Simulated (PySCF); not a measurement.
Mapped SMILES: `[O:1]=[C:2]([F:3])[C:4]([F:5])([F:6])[F:7]`.

Geometry: PBE0-D3(BJ)/def2-SVP; GIAO shifts from PySCF, gas phase, non-relativistic, averaged over equivalent atoms.

At PBE0/pcSseg-1 (119 basis functions, 7 s wall time on 1 thread of an Intel Xeon Platinum 8559C, shared host):
```json
{"atoms": "O1", "δ (ppm)": "459.0"}
{"atoms": "C2", "δ (ppm)": "155.5"}
{"atoms": "C4", "δ (ppm)": "118.1"}
{"atoms": "F3", "δ (ppm)": "23.2"}
{"atoms": "F5/F6/F7", "δ (ppm)": "-87.8"}
```

References, each an isolated molecule treated in the same way: H2O for ¹⁷O (334.56 ppm); ¹³C (184.41 ppm) vs TMS; ¹⁹F (177.25 ppm) vs CFCl3.

**Question.** Predict the values at PBE/pcSseg-2 on the same geometry.

**Answer.** 
```
   atoms  δ at PBE/pcSseg-2  change
      O1              441.1   -17.9
      C2              159.4    +3.9
      C4              127.4    +9.3
      F3               11.9   -11.3
F5/F6/F7              -99.8   -12.0
```

References, each an isolated molecule treated in the same way: H2O for ¹⁷O (σ = 327.88 ppm); ¹³C (σ = 179.39 ppm) vs TMS; ¹⁹F (σ = 142.93 ppm) vs CFCl3.

The largest change is at O1 (carbonyl oxygen). Cost: 252 basis functions, 27 s wall time on 1 thread of an Intel Xeon Platinum 8559C, shared host.

Unscaled 19F shifts against computed CFCl3 carry errors that often reach 10 to 50 ppm. Unscaled 17O shifts of doubly bonded oxygen tend to come out too high, by tens of ppm or more. Experimental scales use liquid or dissolved standards, which lie at an offset from isolated H2O (liquid H2O: subtract about 36 ppm).
